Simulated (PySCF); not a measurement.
**Sn⁺: ionisation energy**

Sn⁺ [Kr] 4d10 5s2 5p1 (2P) → Sn²⁺ [Kr] 4d10 5s2 (1S), as a difference of total energies. All numbers are calculated (PySCF 2.14, scalar relativity by spin-free X2C-1e, in x2c-TZVPall (8s6p4d2f, 60 functions)). Correlated levels: valence: [Kr] 4d10 frozen. The calculations carry no spin-orbit coupling.

```
           method  ionisation energy (eV)  error (eV)
              UHF                  13.717      -0.565
             TPSS                  14.170      -0.112
              PBE                  14.207      -0.075
    MP2 (valence)                  13.906      -0.376
SCS-MP2 (valence)                  13.893      -0.389
```

Reference: 14.282 eV (measured; NIST levels, between the centres of gravity of the two terms).

Errors of the correlated levels include the incompleteness of this basis and the frozen core.
